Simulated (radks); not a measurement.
The numbers below are computed, except where a source is named.
These are the eigenvalues of the occupied orbitals of an atom or ion with whole-number occupations (eV). Code: a radial shooting solver on a logarithmic mesh with Libxc functionals. Model: Dirac Kohn-Sham, PBEsol, spin-unpolarised, spherical densities, point nucleus.

orbital  eigenvalue
1s1/2     -9524.394
2s1/2     -1166.364
2p1/2     -1028.615
2p3/2     -1004.773
3s1/2     -138.5573
3p1/2      -94.9804
3p3/2      -91.9184
3d3/2      -20.0073
3d5/2      -19.6478
4s1/2      -13.9844

Which element is it, and in what charge state? The configuration may be excited. Open shells, if any, fill j = l - 1/2 first.

Answer. Z = 30, zinc, charge +1: Zn+ in [Ar] 3d10 4s1. The list shows which subshells hold electrons but not how many an open one holds; the 1s level, -350.02 hartree, gives Z - s = 26.5 by -(Z - s)^2/2, which with screening and relativity narrows Z to a few neighbours, and the depths of the outer levels then fix element, charge and occupations together.
